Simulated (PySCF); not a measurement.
Two-component Hartree-Fock for Ba (barium, neutral)

Start: [Xe] 5d1 6s1; 5d5/2 filled at m_j = +5/2; 6s1/2 filled at m_j = +1/2. Calculated with PySCF 2.14 in x2c-TZVPall-2c with one added diffuse shell each of s, p, d type (12s12p10d1f, 105 functions): generalised Hartree-Fock with the X2C-1e Hamiltonian and a Gaussian nucleus; spin-orbit coupling (SO) screened by Boettger's factors. This is a chosen level, not necessarily the ground level.

```tsv
spinor shell	electrons	ε, screened SO (eV)	weight of nominal j (screened SO)	rms radius, screened SO (bohr)
1s1/2	2	-37618.7	1.000	0.0292
2s1/2	2	-6050.8	1.000	0.119
2p1/2	2	-5686.5	1.000	0.102
2p3/2	4	-5301.5	1.000	0.108
3s1/2	2	-1321.4	1.000	0.311
3p1/2	2	-1167.3	1.000	0.303
3p3/2	4	-1090.7	1.000	0.315
3d3/2	4	-822.81	1.000	0.287
3d5/2	6	-806.75	1.000	0.290
4s1/2	2	-277.37	1.000	0.715
4p1/2	2	-218.86	1.000	0.744
4p3/2	4	-202.79	1.000	0.770
4d3/2	4	-104.97	1.000	0.856
4d5/2	6	-102.22	1.000	0.866
5s1/2	2	-42.027	1.000	1.77
5p1/2	2	-24.539	0.990	2.00
5p3/2	4	-22.473	0.995	2.10
6s1/2	1	-4.407	1.000	5.57
5d5/2	1	-3.762	1.000	4.31
```

| quantity | screened SO |
| --- | --- |
| E (hartree) | -8133.23254 |
| M_J | 3 |
| ⟨J²⟩ | 12.009 |
| ⟨L²⟩ | 6.044 |
| ⟨S²⟩ | 2.042 |

Each row is a mean over spinors that exchange with the open shell spreads, by up to 1.370 eV (5p3/2).

Breit and QED terms are absent; they matter most for the inner s and p1/2 levels.

Densities and radii are taken from the X2C orbitals without a picture-change correction, which distorts them close to the nucleus.
